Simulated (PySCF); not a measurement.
**How methods differ on the ionisation energy of Ga⁺**

Ga⁺ [Ar] 3d10 4s2 (1S) → Ga²⁺ [Ar] 3d10 4s1 (2S), as a difference of total energies. Computed with PySCF 2.14 in x2c-TZVPPall with one added diffuse shell each of s, p, d type (7s6p5d1f, 57 functions), with the spin-free X2C one-electron Hamiltonian (Gaussian nucleus). Correlated levels: valence: [Ar] 3d10 frozen. The calculations carry no spin-orbit coupling.

| method | ionisation energy (eV) | error (eV) |
| --- | --- | --- |
| UHF | 18.743 | -1.772 |
| MP2 (valence) | 19.458 | -1.057 |
| SCS-MP2 (valence) | 19.601 | -0.914 |
| CCSD (valence) | 19.745 | -0.770 |

Reference: 20.515 eV (measured; NIST Atomic Spectra Database, ionization energies).

Errors of the correlated levels include the incompleteness of this basis and the frozen core.

With two correlated electrons CCSD is exact in that space.
